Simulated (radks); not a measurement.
Species: P XII. Configuration: [He] 2s2.

Calculated with a radial shooting solver on a logarithmic mesh with Libxc functionals: non-relativistic Kohn-Sham, BLYP, spin-polarised, spherical densities, point nucleus.

Energy parts (hartree):
part                      energy
total                 -258.62117
kinetic                258.49688
electron-nucleus      -538.92713
Hartree                 33.61703
exchange-correlation   -11.80796

Orbitals (lengths in bohr, moments of r in powers of bohr):
orbital,occ.,eigenvalue (hartree),<1/r>
1s,2,-94.44101,14.64
2s,2,-19.67291,3.328

The highest occupied level is 2s at -535.33 eV. The density falls to 0.001 e/bohr^3 at r = 1.21 bohr.
